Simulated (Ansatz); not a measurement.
`P[SiH2][SeH]` + HCl → `Cl[SiH2][SeH]` + PH₃ at 400 K and 1 bar (cleavage of the Si–P bond).

Gas-phase electronic energies from Ansatz, PBE0-D4/def2-TZVP geometries. CBS: MP2 limit from def2 TZ/QZ plus the TZ coupled-cluster correction, frozen cores. This one scheme is used for every species. For Se outer-core shells are correlated without core-valence functions, which leaves a few kJ/mol of doubt a bond. Scalar relativity is left out up to krypton. One conformer a species, not always the lowest.

```csv
species,CCSD(T)/CBS energy (Eh),H − E (kJ/mol),S (J/(mol·K))
`P[SiH2][SeH]`,-3033.74999,142.8,370.3
HCl,-460.38127,29.6,195.4
`Cl[SiH2][SeH]`,-3151.43476,95.3,349.9
PH₃,-342.72256,77.1,221.7
```

H − E and S are ideal-gas, rigid-rotor, harmonic terms from PBE0-D4/def2-TZVP, for one conformer and one mirror image of each species. 1 Eh = 2625.50 kJ/mol, R = 8.31446 J/(mol·K).

Task: By hand: ΔE, ΔH, ΔS and ΔG.

Result: ΔE = (-3151.43476) + (-342.72256) − (-3033.74999) − (-460.38127) = -0.02606 Eh = -68.4 kJ/mol. Δ(H − E) = 95.3 + 77.1 − 142.8 − 29.6 = 0.0, so ΔH = -68.4 kJ/mol. ΔS = 349.9 + 221.7 − 370.3 − 195.4 = 5.9 J/(mol·K). ΔG = -68.4 − 400 × (5.9)/1000 = -70.8 kJ/mol.

Task: By hand: the equilibrium constant, and the temperature at which ΔG would vanish if ΔH and ΔS stayed fixed.

Result: log₁₀ K = −ΔG/(RT ln 10) = 9.2. ΔH and −TΔS have one sign here, so there is no such temperature. One of them is within its doubt of zero, so this could turn.

The number of gas molecules stays the same, so ΔS is small and ΔH decides. A doubt of 5 kJ/mol in ΔE shifts log₁₀ K by 0.7 here. Other conformers and mirror images would add mixing entropy, several J/(mol·K) or more a flexible species. These are equilibria of isolated gas molecules and say nothing of rates. Largest T1 diagnostic: 0.013 (customary marks: 0.02 for closed shells, 0.045 for open ones).
